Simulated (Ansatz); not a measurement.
C2H9O2SbSi (`C[O][Sb]([SiH3])[O]C`), 15 atoms. The species carries charge 0 and has multiplicity 1. Correlated methods include outer-core shells of Sb, which these sets cover unevenly. Sb: def2 effective core potential. All runs use 2 threads of an AMD EPYC 7R13 on a shared host and a share of an NVIDIA H100 80 GB. Correlated methods freeze the cores. Open-shell runs search over several starts.

(1) How many basis functions does each run have, and how long does it take in Ansatz? UKS ωB97X-V/def2-TZVPP energy of the cation; direct RPA on PBE orbitals/def2-TZVPP energy; UKS B2PLYP (frozen core)/def2-TZVPP energy of the cation; RHF-MP2/def2-QZVPP energy; RKS PBE0-D4/def2-TZVP relaxation (13 steps); RKS revPBE-D4/def2-TZVPP energy; UKS r2SCAN-D4/def2-TZVPP energy of the cation; UKS ωB97M-V/def2-TZVPP energy of the cation; RHF-CCSD(T)/def2-TZVPP energy; RHF-CCSD(T)/def2-SVP energy; RKS ωB97X-V/def2-TZVPP energy; RKS PBE0-D4/def2-TZVP frequencies. (An estimate is asked.)

Results:

(1) The calculation gave: Other jobs shared the machine, so times are rough.

```json
{"level": "RKS ωB97X-V/def2-TZVPP", "job": "energy", "functions": "342", "wall time": "5.5 s", "peak host memory (GiB)": "0.95"}
{"level": "RHF-CCSD(T)/def2-SVP", "job": "energy", "functions": "145", "wall time": "6 s", "peak host memory (GiB)": "0.78"}
{"level": "RKS revPBE-D4/def2-TZVPP", "job": "energy", "functions": "342", "wall time": "6.5 s", "peak host memory (GiB)": "0.84"}
{"level": "direct RPA on PBE orbitals/def2-TZVPP", "job": "energy", "functions": "342", "wall time": "9.5 s", "peak host memory (GiB)": "1.5"}
{"level": "UKS r2SCAN-D4/def2-TZVPP", "job": "energy of the cation", "functions": "342", "wall time": "11 s", "peak host memory (GiB)": "1"}
{"level": "RHF-MP2/def2-QZVPP", "job": "energy", "functions": "650", "wall time": "13 s", "peak host memory (GiB)": "1.2"}
{"level": "RHF-CCSD(T)/def2-TZVPP", "job": "energy", "functions": "342", "wall time": "16 s", "peak host memory (GiB)": "0.85"}
{"level": "UKS B2PLYP (frozen core)/def2-TZVPP", "job": "energy of the cation", "functions": "342", "wall time": "18 s", "peak host memory (GiB)": "1.6"}
{"level": "UKS ωB97X-V/def2-TZVPP", "job": "energy of the cation", "functions": "342", "wall time": "19 s", "peak host memory (GiB)": "1.1"}
{"level": "UKS ωB97M-V/def2-TZVPP", "job": "energy of the cation", "functions": "342", "wall time": "19 s", "peak host memory (GiB)": "1.2"}
{"level": "RKS PBE0-D4/def2-TZVP", "job": "relaxation (13 steps)", "functions": "265", "wall time": "31 s", "peak host memory (GiB)": "0.93"}
{"level": "RKS PBE0-D4/def2-TZVP", "job": "frequencies", "functions": "265", "wall time": "3 min", "peak host memory (GiB)": "0.93"}
```
